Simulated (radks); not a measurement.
All-electron atom: Ar2+ in [Ne] 3s2 3p4. Method: scalar-relativistic Kohn-Sham, PBE, spin-polarised, spherical densities, point nucleus; open shells are filled with parallel spins first; computed with a radial shooting solver on a logarithmic mesh with Libxc functionals. Some entries of the table are withheld. Estimate them.

orbital,occ.,eigenvalue (Ry),<r^2> (bohr^2),r(max) (bohr)
1s up,1,-231.6148,0.009889,0.05606
1s down,1,-231.5814,0.009887,0.05606
2s up,1,-24.03843,0.2032,0.3384
2s down,1,-24.00878,0.2030,0.3385
2p up,3,(1),0.1759,0.2805
2p down,3,(2),0.1757,0.2808
3s up,1,-3.79700,(3),1.149
3s down,1,-3.60371,(4),1.149
3p up,3,-2.68038,2.485,(5)
3p down,1,-2.49766,2.567,(6)

Answer. 
(1) 2p up eigenvalue (Ry): -19.11996
(2) 2p down eigenvalue (Ry): -19.07731
(3) 3s up <r^2> (bohr^2): 2.019
(4) 3s down <r^2> (bohr^2): 2.049
(5) 3p up r(max) (bohr): 1.228
(6) 3p down r(max) (bohr): 1.232
